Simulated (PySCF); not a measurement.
Vertical excitation energies

Species: C11H12Se.
InChI=1S/C11H12Se/c1-3-9-5-4-6-11-10(9)7-8(2)12-11/h4-7H,3H2,1-2H3

Level of theory: TDDFT PBE0/def2-SVPD, vertical, gas phase, core orbitals frozen in the response (PySCF). Geometry: PBE0-D3(BJ)/def2-SVP, one conformer, isolated molecule. The PBE0/def2-SVPD calculation is non-relativistic and has no spin–orbit coupling, an omission that weighs most on selenium. Torsions of this conformer, `[CH3:1][CH2:2][c:3]1[cH:4][cH:5][cH:6][c:7]2[se:8][c:9]([CH3:10])[cH:11][c:12]12`: C1–C2–C3–C4 100°.

Task: List the vertical singlet excitations with oscillator strengths and describe the spectrum.

Result: 

| state | E (eV) | λ (nm) | f | \|μ\| (D) | main configurations (H = HOMO, L = LUMO) |
| --- | --- | --- | --- | --- | --- |
| S1 | 4.43 | 280.1 | 0.111 | 2.58 | H→L (77%), H-1→L+1 (9%), H-1→L (8%) |
| S2 | 4.62 | 268.3 | 0.0013 | 0.28 | H→L+2 (86%) |
| S3 | 4.80 | 258.3 | 0.040 | 1.47 | H→L+1 (48%), H-1→L (33%), H→L (11%) |
| S4 | 5.17 | 239.9 | 0.015 | 0.88 | H-1→L+2 (85%) |
| S5 | 5.25 | 236.3 | 0.204 | 3.20 | H-1→L (46%), H→L+1 (31%) |
| S6 | 5.58 | 222.0 | 0.282 | 3.65 | H-1→L+1 (62%), H-2→L (10%) |
| S7 | 5.67 | 218.8 | 0.0076 | 0.59 | H→L+3 (96%) |
| S8 | 6.00 | 206.7 | 0.042 | 1.36 | H-2→L (50%), H→L+4 (31%), H→L+5 (9%) |
| S9 | 6.09 | 203.6 | 0.023 | 1.00 | H→L+5 (42%), H→L+4 (36%), H-1→L+3 (10%) |
| S10 | 6.18 | 200.5 | 0.029 | 1.10 | H-1→L+3 (30%), H→L+5 (19%), H→L+6 (18%) |

Triplets, Tamm–Dancoff:

| state | E (eV) | λ (nm) | main configurations (H = HOMO, L = LUMO) |
| --- | --- | --- | --- |
| T1 | 3.26 | 380.5 | H→L (74%), H-1→L (16%) |
| T2 | 3.94 | 314.7 | H-1→L (54%), H→L (21%), H→L+1 (12%) |
| T3 | 4.01 | 308.9 | H→L+1 (60%), H-1→L (22%) |
| T4 | 4.33 | 286.2 | H→L+2 (82%) |

The lowest singlet comes at 280 nm (427 kJ/mol) in the ultraviolet; it is of moderate strength; its leading configuration is HOMO→LUMO (77%). The most intense listed level is S6 at 5.58 eV (222 nm, f = 0.282), 1.16 eV above S1. Löwdin shares by element: HOMO carbon 36% or more, selenium 25% (atoms not listed hold the other 39%); LUMO carbon 52% or more (atoms not listed hold the other 48%). The listed states span 1.76 eV, and the widest gap between neighbours is 0.37 eV (S3 to S4). Orbital energies (eV): HOMO-3 -8.93, HOMO-2 -7.73, HOMO-1 -6.57, HOMO -6.06, LUMO -0.82, LUMO+1 -0.21, LUMO+2 -0.15. Weighted by f, the mean energy of these states is 5.33 eV. Only the lowest 10 singlets were computed, as vertical energies without vibronic structure.
